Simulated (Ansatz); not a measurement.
```yaml
crystal:
  periodic: [true, true, true]
  atoms:
    - {symbol: O, position_ang: [-0.114869, -1.573940, 1.421927]}
    - {symbol: Zn, position_ang: [0.758254, -0.026736, 1.915917]}
    - {symbol: Si, position_ang: [0.582804, 1.346999, -0.010429]}
    - {symbol: Sn, position_ang: [-0.587111, -0.964252, -0.414839]}
    - {symbol: H, position_ang: [1.796084, 1.636141, -0.820773]}
    - {symbol: H, position_ang: [-0.294407, 2.547801, 0.019752]}
    - {symbol: H, position_ang: [-2.289917, -0.951981, -0.566058]}
    - {symbol: H, position_ang: [0.149170, -2.014032, -1.545496]}
basis:
  gaussian: {orbitals: x2c-TZVPPall, point_charges: [{charge: 2.00, position_ang: [6.691, 0.033, 0.981]}]}
hamiltonian: {xc: {name: PBE0-DH}}
```

```sh
$ ansatz run in.yaml --threads 4 --pin off --events-out ev --progress --plain --max-ram 10444MiB
```

Shortened log:

```
Error: YAML parse error: error: line 2 column 3: crystal: missing field `lattice` (a structure is typed as `lattice` and `atoms`, a molecule's as `atoms` in Å alone, or read from a run's directory, `checkpoint`)
 --> <input>:2:3
1 | crystal:
2 |   periodic: [true, true, true]
3 |   atoms:
4 |     - {symbol: O, position_ang: [-0.114869, -1.573940, 1.421927]}
```

**Question.** What is wrong with this run?

**Answer.** The molecule is marked periodic without a cell. The program refused the input.
